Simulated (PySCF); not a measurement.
C2H6GeSi, SMILES C1=[CH][GeH2][SiH2]1. The structure is a stationary point at PBE-D3(BJ)/def2-SVP. The structure was generated by enumeration, and PubChem lists no compound with its InChIKey, so it may never have been made.

Calculation: PBE-D3(BJ)/def2-SVP in PySCF.

Harmonic wavenumbers (cm⁻¹): 180, 333, 349, 387, 504, 526, 583, 621, 628, 679, 741, 743, 845, 914, 975, 1019, 1215, 1516, 2053, 2063, 2139, 2148, 3052, 3075. Rotational constants (GHz): 6.131, 3.016, 2.127; symmetry number 1.

### Question
Work out the zero-point energy and the ideal-gas rigid-rotor harmonic-oscillator thermochemistry at 298.15 K and 1 atm.

### Answer
ZPE = ½ Σ hcν = ½ × 27289 cm⁻¹ = 163.22 kJ/mol. H − E(el) = 181.22 kJ/mol. Entropy in J/(mol K): translation 169.53, rotation 110.90, vibration 40.58, total 321.00. G − E(el) = 85.51 kJ/mol. Cp = 102.33 J/(mol K).
